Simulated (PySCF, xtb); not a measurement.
4,4-dichlorobut-1-yne (C4H4Cl2), SMILES C#CCC(Cl)Cl.

GFN2-xTB (xtb 6.7.1) at its own geometry gives an orbital gap of 5.97 eV and a dipole moment of 1.96 D.

Geometry: B3LYP-D3(BJ)/def2-SVP. Other conformers were not sampled.

Question: What does r2SCAN/def2-TZVP run with PySCF give? (Estimate from the structure and the level; the computed values follow.)

Answer: gap 5.84 eV (levels -7.16 and -1.33 eV), dipole 1.69 D.
